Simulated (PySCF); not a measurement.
## A small calculation by hand: oscillator strength and radiative lifetime

1-(chloromethyl)-1-methylcyclopropane (C5H9Cl), SMILES CC1(CCl)CC1.

Geometry optimised at PBE0-D3(BJ)/def2-SVP. The values are those of a single conformer.

TDDFT-PBE/def2-SVPD in PySCF puts the first singlet state with f over 0.02 at 6.60 eV (vertical), with the transition dipole (-0.279, 0.426, 0.114) in atomic units.

**Question.** Find the oscillator strength, the wavelength and the radiative lifetime that this transition would have in vacuum if emission retraced absorption.

**Answer.** 
|μ|² = 0.2723 au, so |μ| = 1.33 D. ΔE = 6.60/27.211 = 0.2425 hartree. f = (2/3) ΔE |μ|² = 0.044 (the program prints 0.044).
λ = 1239.84/6.60 = 188 nm; ν = 53233 cm⁻¹.
Einstein's coefficient A = 0.6670 ν² f s⁻¹ (ν in cm⁻¹) = 8.3e7 s⁻¹, so τ = 1/A = 12 ns. This state is S1. The figure is the radiative limit of this one transition; relaxation, internal conversion, crossing to triplets and a medium change what is measured.
